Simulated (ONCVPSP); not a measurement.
# Configuration tests for Zn (ONCV)

ONCVPSP 4.0.1 input, shortened (lines: element, Z, core and valence counts, functional; n l f; lmax; l rc ep ncon nbas qcut; lloc lpopt rc5 dvloc0; l nproj debl; icmod fcfact rcfact), PBE, scalar-relativistic:

```
  Zn 30.00    4    3        4      upf
    1    0    2.00
    2    0    2.00
    2    1    6.00
    3    0    2.00
    3    1    6.00
    3    2   10.00
    4    0    0.50
    2
    0    1.65    0.00    3    6    3.70
    1    0.95    0.00    3    6   16.80
    2    0.85    0.00    3    8   16.90
    4    3    0.55    0.00
    0    2    0.80
    1    1    1.50
    2    1    2.80
    3    5.25    1.10
```

Energies are relative to the spin-unpolarised reference configuration 3p6 3d10 4s0.5; without spin polarisation the order of configurations can differ from experiment.

```json
{"valence configuration": "3p6 3d10 4s1", "charge": "+1", "ΔE all-electron (eV)": "-8.091", "error AE − PS (meV)": "-1.2"}
{"valence configuration": "3p6 3d10 4s0", "charge": "+2", "ΔE all-electron (eV)": "10.352", "error AE − PS (meV)": "-3.8"}
```

Problem. What are ΔE and the potential's error for 3p6 3d10 4s1 4p1?

Solution. ΔE = -12.893 eV all-electron; the error (AE − PS) is +16 meV.

Problem. What are ΔE and the potential's error for 3p6 3d10 4s2?

Solution. ΔE = -17.979 eV all-electron; the error (AE − PS) is -12 meV.

Note: ghosts flagged at negative energy: s at -286.1 eV; no localised positive-energy state flagged. A true bound ghost makes a file unfit for plane-wave use.
